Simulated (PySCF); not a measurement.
C₈H₆O.
Z-matrix (Å and degrees, GFN2-xTB geometry), rows numbered from 1:
```
C 
C   1  1.4191
C   2  1.3607  1  121.79
C   3  1.4131  2  118.26  1     0.05
C   4  1.3785  3  134.59  2  -179.96
O   5  1.3376  4  110.13  3  -179.93
C   6  1.3377  5  108.85  4    -0.01
C   7  1.3785  6  110.14  5    -0.01
C   1  1.3608  2  121.79  3    -0.11
H   1  1.0805  2  118.23  3   179.85
H   2  1.0806  1  118.22  3  -179.98
H   3  1.0795  2  121.85  1  -179.92
H   5  1.0714  4  132.16  3     0.16
H   7  1.0714  6  117.69  5   179.98
H   9  1.0795  1  121.85  2   179.98
```

The closed-shell ground state was solved at several levels (PySCF, density fitting, gas phase, non-relativistic).

```csv
level,basis functions,HOMO (eV),LUMO (eV),gap (eV),dipole (D)
B3LYP/pcJ-1,303,-5.58,-1.46,4.12,0.35
PBE0/pcSseg-1,183,-5.78,-1.32,4.46,0.31
```

Problem. What might CAM-B3LYP/def2-SVPD (231 basis functions) give for the same quantities?

Solution. HOMO -6.90 eV, LUMO -0.32 eV, gap 6.58 eV, dipole 0.44 D.

Problem. Over all these levels, which gives the widest orbital gap and which the narrowest?

Solution. CAM-B3LYP/def2-SVPD (range-separated hybrid) has the widest, 6.58 eV, and B3LYP/pcJ-1 (global hybrid, 20 % exact exchange) the narrowest, 4.12 eV. Functional and basis both differ between the two, so the spread mixes both effects.

Problem. How far do the dipole and the HOMO energy spread over the levels?

Solution. The dipole runs from 0.31 to 0.44 D (mean 0.37 D) and the HOMO from -6.90 to -5.58 eV.
